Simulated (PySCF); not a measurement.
InH2F, SMILES [InH2][F]. Atoms are numbered in the order given.

```xyz
4

In     0.0000     0.0000     0.2755
H      0.0000     1.5988     0.8496
H      0.0000    -1.5988     0.8496
F      0.0000     0.0000    -1.6887
```
Charge 0, spin multiplicity 1.

The structure is a stationary point at r2SCAN-D4/def2-TZVP. The def2 effective core potentials stand for the cores of In; spin–orbit coupling is left out.

These are PySCF with C-PCM-B3LYP/def2-SVP values and carry that method's errors.

The values are the electrostatic part of the solvation free energy, E(continuum) − E(gas) at the gas-phase geometry, in a cavity of scaled van der Waals radii (PySCF's table); cavitation and dispersion terms are not included. A continuum can't describe solvent molecules that bind to the metal. In vacuum the orbital gap is 6.30 eV. The dipole moment in vacuum is 2.95 D.

```csv
solvent,ε,ΔG(elec) (kcal/mol),dipole (D),gap (eV)
water,78.36,-7.8,3.57,6.75
dimethylsulfoxide,46.83,-7.8,3.56,6.75
benzene,2.27,-4.2,3.28,6.56
```
